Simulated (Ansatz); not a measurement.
The cluster Al4O6⁺. Charge 1, multiplicity 2. Geometry r2SCAN-D4/def2-SVP, that of the neutral singlet; atoms count from 1.

```tsv
atom	x (Å)	y (Å)	z (Å)
Al1	1.583	-0.270	0.347
Al2	-0.337	1.597	0.190
Al3	-0.303	-0.443	-1.553
Al4	-0.942	-0.884	1.015
O5	-1.385	0.772	1.305
O6	0.694	-1.249	1.475
O7	-1.348	-1.436	-0.582
O8	-0.694	1.249	-1.475
O9	1.348	1.436	0.582
O10	1.385	-0.772	-1.305
```

The structure comes from a short search, and lower isomers may exist.

Estimate the Mulliken populations from the PBE0/def2-TZVP orbitals of Ansatz.


```
atom  charge (e)  spin (α − β)
 Al1        0.72         -0.03
 Al2        0.72         -0.03
 Al3        0.72         -0.03
 Al4        0.72         -0.03
  O5       -0.28          0.28
  O6       -0.36         -0.01
  O7       -0.28          0.28
  O8       -0.36         -0.01
  O9       -0.28          0.28
 O10       -0.28          0.28
```
Mulliken values depend strongly on the basis.

Where does the spin sit?

Summed by element: Al -0.12, O 1.12, of 1 unpaired in all. Largest on single atoms: O10 0.28, O9 0.28, O5 0.28.

And the Mayer bond orders between heavy atoms (over 0.3)?

Al1–O6 1.14 (1.74 Å); Al1–O9 1.03 (1.74 Å); Al1–O10 1.03 (1.74 Å); Al2–O5 1.03 (1.74 Å); Al2–O8 1.14 (1.74 Å); Al2–O9 1.03 (1.74 Å); Al3–O7 1.03 (1.74 Å); Al3–O8 1.14 (1.74 Å); Al3–O10 1.03 (1.74 Å); Al4–O5 1.03 (1.74 Å); Al4–O6 1.14 (1.74 Å); Al4–O7 1.03 (1.74 Å).
